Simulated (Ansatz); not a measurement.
```yaml
crystal:
  periodic: [false, false, false]
  atoms:
    - {symbol: Cl, position_ang: [0.469194, -2.616419, 1.528790]}
    - {symbol: Sn, position_ang: [1.574819, -1.783908, -0.424042]}
    - {symbol: O, position_ang: [-0.303719, -1.116502, -1.264864]}
    - {symbol: C, position_ang: [-0.982871, -0.124740, -0.874348]}
    - {symbol: C, position_ang: [-0.591965, 0.883160, -0.000740]}
    - {symbol: C, position_ang: [0.680082, 1.000685, 0.546934]}
    - {symbol: O, position_ang: [1.656983, 0.210432, 0.410890]}
    - {symbol: H, position_ang: [-1.991509, -0.054243, -1.299373]}
    - {symbol: H, position_ang: [-1.309501, 1.660279, 0.223455]}
    - {symbol: H, position_ang: [0.881587, 1.890156, 1.156196]}
basis:
  gaussian: {orbitals: "6-311G**"}
hamiltonian: {xc: {name: PBEsol}}
scf: {lower_state_search: off}
output: {forces: true}
```

```sh
$ ansatz run in.yaml --threads 4 --pin off --events-out ev --progress --plain --max-ram 11315MiB
```

Problem. How does Ansatz answer? (Estimate.)

Solution. The calculation gave: The program refused the input.
```
Error: <dir> can't be read: No such file or directory (os error 2)
```
